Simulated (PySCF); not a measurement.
This PySCF input asks for the NMR shieldings of `O=CO/C=C1/C[SiH2]CS1`, C5H8O2SSi; the geometry comes from GFN2-xTB.

```python
import basis_set_exchange as bse
import numpy as np
from pyscf import gto, dft
from pyscf.prop import nmr

atoms = """
O     4.240390   -0.287974    0.255645
C     3.655598    0.757453    0.251806
O     2.352423    0.941747    0.125112
C     1.541837   -0.172741   -0.013298
C     0.229022   -0.045460   -0.206458
C    -0.687691   -1.214171   -0.366944
Si   -2.402574   -0.680969    0.266260
C    -2.260426    1.110977   -0.367475
S    -0.490634    1.561849   -0.284302
H     4.138078    1.743391    0.354617
H     2.050102   -1.125309    0.040046
H    -0.264626   -2.083871    0.131088
H    -0.758183   -1.459494   -1.430321
H    -2.479173   -0.707557    1.725907
H    -3.493734   -1.394182   -0.392945
H    -2.586100    1.225134   -1.400244
H    -2.791307    1.843208    0.234388
"""
names = dict.fromkeys(["O", "C", "Si", "S", "H"], "pcSseg-1")
basis = {el: gto.basis.parse(bse.get_basis(n, elements=[el], fmt="nwchem")) for el, n in names.items()}
mol = gto.M(atom=atoms, basis=basis, charge=0, verbose=0)
mf = dft.RKS(mol, xc="PBE0")
mf.grids.level = 2
mf.grids.alignment = dft.numint.BLKSIZE   # the property module wants whole blocks of grid points
mf.conv_tol = 1e-9
mf.kernel()

calc = nmr.RKS(mf)   # GIAO
C = mf.mo_coeff
Co = C[:, mf.mo_occ > 0]
resp = mf.gen_response(singlet=True, hermi=2)
def vind(x):   # induced exchange potential for any number of trial vectors
    d = np.einsum("pi,xij,qj->xpq", C, 2 * x.reshape(-1, C.shape[1], Co.shape[1]), Co, optimize=True)
    return np.einsum("xpq,pi,qj->xij", resp(d - d.transpose(0, 2, 1)), C, Co, optimize=True).ravel()
mo1, _ = nmr.rhf.solve_mo1(calc, with_cphf=vind)
sigma = calc.kernel(mo1)
for i, s in enumerate(sigma):   # ppm
    print("%2d %-2s %9.2f" % (i, mol.atom_pure_symbol(i), np.trace(s) / 3))
```

**Question.** Give the expected output.

**Answer.** 
```
 0 O    -102.04
 1 C      25.95
 2 O      79.05
 3 C      56.73
 4 C      50.70
 5 C     168.34
 6 Si    375.46
 7 C     170.06
 8 S     448.18
 9 H      23.68
10 H      23.73
11 H      29.67
12 H      29.58
13 H      27.46
14 H      27.07
15 H      29.25
16 H      29.50
```

These numbers come from an equivalent density-fitted implementation of the same equations, which agrees with the script to about 0.01 ppm for H and up to a few tenths of a ppm for heavy atoms, so last digits may differ.

**Question.** Turn these shieldings into chemical shifts. δ = σ(ref) − σ, references computed at the same level: H2O for $^{17}$O (σref 336.08); $^{13}$C (σref 186.93) and $^{29}$Si (σref 349.16) and $^{1}$H (σref 31.72) vs TMS; CS2 for $^{33}$S (σref 503.73).

**Answer.** Averaging equivalent atoms: O 0: 438.1; O 2: 257.0; C 1: 161.0; C 4: 136.2; C 3: 130.2; C 5: 18.6; C 7: 16.9; Si 6: -26.3; S 8: 56; H 9: 8.03; H 10: 7.98; H 13/14: 4.45; H 15/16: 2.34; H 11/12: 2.09 ppm. Unscaled 17O shifts of doubly bonded oxygen tend to come out too high, by tens of ppm or more. Experimental scales use liquid or dissolved standards, which lie at an offset from isolated H2O (liquid H2O: subtract about 36 ppm).

Size and cost of the density-fitted run: 207 basis functions, 85 s wall time on 1 thread of an Arm Neoverse N1, shared host; peak memory 0.93 GiB.
